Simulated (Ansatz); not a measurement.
Mulliken charges of BGeH7Si (`B[SiH2][GeH3]`) from ωB97M-V/def2-TZVPP in Ansatz (PBE0-D4/def2-TZVP geometry).

```json
{"atom": "B1", "x (Å)": "-1.600", "y (Å)": "0.457", "z (Å)": "-0.909", "charge (e)": "-0.157"}
{"atom": "Si2", "x (Å)": "0.313", "y (Å)": "0.845", "z (Å)": "-0.548", "charge (e)": "0.034"}
{"atom": "Ge3", "x (Å)": "0.884", "y (Å)": "-0.904", "z (Å)": "0.993", "charge (e)": "-0.101"}
{"atom": "H4", "x (Å)": "-1.918", "y (Å)": "-0.310", "z (Å)": "-1.769", "charge (e)": "0.097"}
{"atom": "H5", "x (Å)": "-2.458", "y (Å)": "0.893", "z (Å)": "-0.200", "charge (e)": "0.097"}
{"atom": "H6", "x (Å)": "0.586", "y (Å)": "2.137", "z (Å)": "0.140", "charge (e)": "-0.015"}
{"atom": "H7", "x (Å)": "1.224", "y (Å)": "0.711", "z (Å)": "-1.717", "charge (e)": "-0.015"}
{"atom": "H8", "x (Å)": "0.662", "y (Å)": "-2.287", "z (Å)": "0.357", "charge (e)": "0.021"}
{"atom": "H9", "x (Å)": "0.026", "y (Å)": "-0.812", "z (Å)": "2.265", "charge (e)": "0.021"}
{"atom": "H10", "x (Å)": "2.364", "y (Å)": "-0.782", "z (Å)": "1.391", "charge (e)": "0.018"}
```

**Question.** By hand: the dipole of these point charges (1 e Å = 4.8032 D).

**Answer.** Σ q r = (-0.222, -0.017, -0.063) e Å, of length 0.231 e Å = 1.11 D.

**Question.** How does the dipole of the full density compare? (Best estimate.)

**Answer.** Computed: (-0.034, 0.047, -0.048) e Å, 0.36 D; the point charges give 3.08 times that, at 56° from its direction.

Point charges leave out the atoms' own dipoles, such as those of lone pairs, and Mulliken's split depends on the basis, so the two needn't agree.
